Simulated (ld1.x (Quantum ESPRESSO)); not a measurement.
## cobalt, ultrasoft: configuration errors across variants

cobalt (Co), ultrasoft, made with ld1.x (Quantum ESPRESSO) 7.5 (LDA (PZ), scalar-relativistic). Core [Ar], reference 3d7 4s2 4p0. Waves: 4s (bound): rcut 1.80, rcutus 2.45 bohr; 4s channel at 1.3 Ry: rcut 1.80, rcutus 2.45 bohr; 4p (bound, empty): rcut 3.10, rcutus 3.55 bohr; 4p channel at 2.05 Ry: rcut 3.10, rcutus 3.55 bohr; 3d (bound): rcut 1.45, rcutus 1.55 bohr; 3d channel at 2.1 Ry: rcut 1.45, rcutus 1.55 bohr. Local part: all-electron potential smoothed inside 2.15 bohr (lloc = -1). Core correction: a·sin(br)/r model core inside 0.75 bohr. Augmentation charge: PSQ, radius 1.10 bohr.

All-electron excitation energies from the reference (eV): (1) 3d7 4s1 4p0 9.296; (2) 3d7 4s0 4p0 26.380; (3) 3d6 4s0 4p0 62.569; (4) 3d7.5 4s1.5 4p0 -0.980; (5) 3d8 4s1 4p0 -1.239; (6) 3d6 4s2 4p1 9.772; (7) 3d7 4s0 4p2 9.145; (8) 3d7 4s2 4p0 spin -1.983; (9) 3d7 4s1 4p0 spin 6.717.

Spin tests fill each open shell by Hund’s rule, majority spin first.

1 further variants failed, have other tests or too few solved ones, and are left out.

A true bound ghost makes a file unfit for plane-wave use even where its test errors are small: the radial tests pick states by their node count and pass the ghost by.

Errors AE − PS in meV (a dash: test not solved or not reliable):

| change | (1) | (2) | (3) | (4) | (5) | (6) | (7) | (8) | (9) | bound ghosts |
| --- | --- | --- | --- | --- | --- | --- | --- | --- | --- | --- |
| base | -1.1 | -4.7 | -215 | -16 | -56 | -327 | -653 | +100 | +111 | none |
| waves 3d (bound): rcut 1.45, rcutus 1.54 bohr; 3d channel at 2.1 Ry: rcut 1.45, rcutus 1.54 bohr | -1.1 | -4.7 | -215 | -16 | -56 | -327 | -653 | +100 | +111 | none |
| local potential all-electron potential smoothed inside 1.86 bohr (lloc = -1) | -1.0 | -4.4 | -215 | -16 | -56 | -326 | -649 | +100 | +111 | none |
| type PAW; local potential all-electron potential smoothed inside 1.40 bohr (lloc = -1); augmentation PSQ, radius 1.15 bohr | -3.6 | -10 | -246 | -25 | – | – | – | – | – | s |
| waves 4p (bound): rcut 3.10, rcutus 3.88 bohr; 4p channel at 2.05 Ry: rcut 3.10, rcutus 3.88 bohr | -1.1 | -4.7 | -215 | -16 | -56 | -536 | -1240 | +100 | +111 | none |
| wave 3d channel at 2.1 Ry: rcut 1.45, rcutus 1.55 bohr becomes 3d channel at 3.13 Ry: rcut 1.45, rcutus 1.55 bohr | -1.0 | -4.0 | -251 | -17 | -54 | -249 | -773 | +94 | +105 | none |
| all radii but the core radius scaled by about 1.18 (s 2.90, p 4.20, d 1.84 bohr, rcut 2.14/3.68/1.72); local potential all-electron potential smoothed inside 2.54 bohr (lloc = -1); augmentation PSQ, radius 1.30 bohr | -0.6 | -2.1 | -262 | -14 | -48 | -88 | +1.3 | +88 | +102 | none |

Question: Give the same row for: waves 4s (bound): rcut 1.80, rcutus 3.78 bohr; 4s channel at 1.3 Ry: rcut 1.80, rcutus 3.78 bohr.

Answer: +0.5, -4.6, -215, -15, -54, -313, -652, +101, +112; bound ghosts: none.
